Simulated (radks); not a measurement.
Problem. The mean radii <r> (bohr) of the occupied orbitals of an atom or ion are listed with their occupations. Method: Dirac Kohn-Sham, exchange-only PBE, spin-unpolarised, spherical densities, point nucleus; computed with a radial shooting solver on a logarithmic mesh with Libxc functionals.

| orbital | occ. | <r> |
|---|---|---|
| 1s1/2 | 2 | 0.02971 |
| 2s1/2 | 2 | 0.1281 |
| 2p1/2 | 2 | 0.1084 |
| 2p3/2 | 4 | 0.1137 |
| 3s1/2 | 2 | 0.3484 |
| 3p1/2 | 2 | 0.3394 |
| 3p3/2 | 4 | 0.3506 |
| 3d3/2 | 4 | 0.3223 |
| 3d5/2 | 6 | 0.3259 |
| 4s1/2 | 2 | 0.8479 |
| 4p1/2 | 2 | 0.9013 |
| 4p3/2 | 4 | 0.9318 |
| 4d3/2 | 4 | 1.176 |
| 4d5/2 | 6 | 1.194 |
| 5s1/2 | 2 | 2.642 |
| 5p1/2 | 1 | 3.857 |

Name the element and its charge. Open shells, if any, fill j = l - 1/2 first.

Solution. Z = 49, indium, charge 0: In in [Kr] 4d10 5s2 5p1. The 1s radius gives Z: for a bare nucleus <r> = (2 gamma + 1)/(2Z) with gamma = sqrt(1 - (Z/c)^2), 0.02926 bohr for Z = 49, and screening makes it slightly larger (0.02971 here). The occupations add up to 49, and the charge is Z minus that.
